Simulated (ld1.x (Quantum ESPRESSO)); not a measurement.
**Reading a pseudo-wave (titanium)**

Columns: radius, all-electron u(r) and pseudo u(r) of the 4s shell (level -4.48 eV) of titanium in the configuration [Ar] 3d2 4s2 4p0; PBEsol, scalar-relativistic, PAW scheme, ld1.x (Quantum ESPRESSO) 7.5.

| r (bohr) | all-electron | pseudo |
| --- | --- | --- |
| 0.165 | -0.1292 | -0.0525 |
| 0.330 | -0.0762 | -0.1045 |
| 0.495 | 0.1286 | -0.1558 |
| 0.660 | 0.2468 | -0.2059 |
| 0.825 | 0.2509 | -0.2544 |
| 0.990 | 0.1774 | -0.3009 |
| 1.155 | 0.0658 | -0.3451 |
| 1.320 | -0.0564 | -0.3867 |
| 1.485 | -0.1734 | -0.4252 |
| 1.650 | -0.2769 | -0.4603 |
| 1.815 | -0.3642 | -0.4917 |
| 1.980 | -0.4347 | -0.5191 |
| 2.145 | -0.4897 | -0.5423 |
| 2.310 | -0.5307 | -0.5610 |
| 2.475 | -0.5594 | -0.5751 |
| 2.640 | -0.5776 | -0.5844 |
| 2.805 | -0.5865 | -0.5888 |
| 2.970 | -0.5878 | -0.5882 |
| 3.135 | -0.5826 | -0.5826 |
| 3.300 | -0.5722 | -0.5722 |
| 3.465 | -0.5575 | -0.5575 |
| 3.630 | -0.5396 | -0.5396 |
| 3.795 | -0.5191 | -0.5191 |
| 3.960 | -0.4967 | -0.4967 |
| 4.125 | -0.4731 | -0.4731 |
| 4.290 | -0.4487 | -0.4487 |

Q: How many radial nodes do the two functions have?

A: The all-electron 4s function has n − l − 1 = 3 (the table is too coarse to show those close to the nucleus); the pseudo-wave has 0, since the states of the same l below it are removed with the core.

Q: At about which radius was the pseudo-wave matched?

A: 3.20 bohr. The columns agree to 0.0005 from 2.97 bohr on; several derivatives are matched, so the curves merge somewhat inside the radius.

Q: Where does each function peak?

A: Outermost all-electron maximum near 2.97 bohr, pseudo maximum near 2.81 bohr (to the table’s step).

Q: Is the pseudo-wave norm-conserving?

A: No, it belongs to a PAW set: the norm inside the radius is not constrained, and the difference is carried by the augmentation charge.
